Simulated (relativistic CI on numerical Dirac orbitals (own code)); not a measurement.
Method of calculation: Dirac-Coulomb-Breit CI, KLI orbitals optimised for each configuration, model QED (radiative potential, 1s self-energy scaled to tabulated hydrogen-like ionisation energies), valence Slater integrals scaled by 0.9, P86 correlation estimate, and configurations built on the next ion tied to the tabulated ionisation energy (semi-empirical) (own radial code, finite nucleus).

Configurations in the expansion (outside the closed core 1s2): 2s2, 2s 3s, 2s 3p, 2s 2p, 2s 3d, 2s 4s, 2p2, 2p 3s, 2p 3p, 2s 4p, 2s 4d, 2s 4f, 3s2, 3s 3p, 3p2. Levels of other configurations are missing.

Configurations that consist of the next ion and one excited electron were tied to the tabulated ionisation energy; Rydberg ones are usually within 1,000 to 3,000 cm⁻¹ and the lowest ones within about 6,000 (9,000 in d shells), while levels on excited terms of the next ion carry the error of that term, and the other configurations can be misplaced by 10,000 cm⁻¹ or more. Rates follow the energies as ν³ (E1, M1) or ν⁵ (E2), so rates, branching and lifetimes can be off by large factors.

Outline of the computed level scheme of Mg IX. Lowest level of each configuration: 2s2 1S_0 at 0.000 eV; 2s 2p 3P°_0 at 17.769 eV; 2p2 3P_0 at 45.855 eV; 2s 3s 3S_1 at 190.006 eV; 2s 3p 1P°_1 at 198.166 eV; 2s 3d 3D_1 at 202.329 eV; 2p 3s 3P°_0 at 212.262 eV; 2p 3p 1P_1 at 217.112 eV; 2s 4s 3S_1 at 253.348 eV.

Some strong electric-dipole decays among the lowest 36 levels: 2s 3d 3D_3 → 2s 2p 3P°_2 (6.7e+11 s⁻¹); 2s 3d 3D_2 → 2s 2p 3P°_1 (5.0e+11 s⁻¹); 2s 3d 1D_2 → 2s 2p 1P°_1 (4.8e+11 s⁻¹); 2s 3d 3D_1 → 2s 2p 3P°_0 (3.7e+11 s⁻¹); 2s 3d 3D_1 → 2s 2p 3P°_1 (2.8e+11 s⁻¹); 2s 3p 1P°_1 → 2s2 1S_0 (2.8e+11 s⁻¹); 2s 3d 3D_2 → 2s 2p 3P°_2 (1.7e+11 s⁻¹); 2s 3s 3S_1 → 2s 2p 3P°_2 (9.5e+10 s⁻¹).
